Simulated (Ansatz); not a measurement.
Start from `NCOC=[Se]` and change one atom or group to get `NC[O][InH2]`.

Ansatz, PBE0-D4/def2-TZVP geometries, multiplicity 1. Each molecule was computed in one conformer, which needn't be the lowest.

Elements past krypton have def2 core potentials. Scalar relativity is left out up to krypton.

```
                                        property  `NCOC=[Se]`
         HOMO–LUMO gap (ωB97M-V/def2-TZVPP) / eV         8.88
size of the dipole moment (B3LYP/def2-TZVPP) / D         3.14
               LUMO energy (PBE/def2-TZVPP) / eV        -2.43
           LUMO energy (ωB97M-V/def2-TZVPP) / eV         0.52
             HOMO energy (B3LYP/def2-TZVPP) / eV        -5.96
             HOMO–LUMO gap (PBE/def2-TZVPP) / eV         2.60
```

(1) Give the same properties after the change, and the shifts. (Best estimate.)

Answers

(1) Ansatz gave: 
```
                                        property  `NC[O][InH2]`  shift
         HOMO–LUMO gap (ωB97M-V/def2-TZVPP) / eV           9.15   0.27
size of the dipole moment (B3LYP/def2-TZVPP) / D           1.94  -1.20
               LUMO energy (PBE/def2-TZVPP) / eV          -2.27   0.16
           LUMO energy (ωB97M-V/def2-TZVPP) / eV          -0.18  -0.70
             HOMO energy (B3LYP/def2-TZVPP) / eV          -6.72  -0.76
             HOMO–LUMO gap (PBE/def2-TZVPP) / eV           3.28   0.68
```

Dipoles are sizes alone; their direction can turn.

B3LYP here is the variant with VWN-RPA as its local correlation; programs differ in this.

Spin–orbit coupling is left out; it splits and shifts lone-pair levels of the heavy atoms by tenths of an eV.
